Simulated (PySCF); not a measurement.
Gd(55+): ionisation energy

Gd(55+) [He] 2s2 2p5 (2P) → Gd(56+) [He] 2s2 2p4 (3P), as a difference of total energies. Calculation: PySCF 2.14, in an even-tempered Gaussian basis (19 s from 31 bohr⁻², ratio 2.2; 13 p from 40 bohr⁻², ratio 2.2; 6 d from 160 bohr⁻², ratio 2.4; 5 f from 240 bohr⁻², ratio 2.4; 4 g from 360 bohr⁻², ratio 2.4); scalar relativity by spin-free X2C-1e. Correlated levels: nothing frozen; virtual orbitals above 40 to 60 times the deepest correlated orbital energy dropped. The calculations carry no spin-orbit coupling.

```
                 method  ionisation energy (eV)
                    UHF                 11785.7
                    LDA                 11780.8
                    PBE                 11784.8
                   PBE0                 11785.5
                 r2SCAN                 11789.8
                 revPBE                 11784.4
                  M06-L                 11788.9
    MP2 (all electrons)                 11787.5
SCS-MP2 (all electrons)                 11787.5
```

Spin-orbit coupling is strong in these open shells (close to jj coupling). The scalar numbers leave it out and a first-order estimate fails, so it can dominate the gap to the real levels.

For this ion Breit and QED terms and the two-electron picture change, all absent here, outweigh the differences among the correlated methods.

For comparison: 11552 ± 5 eV (theoretical estimate listed by NIST; NIST Atomic Spectra Database, ionization energies).
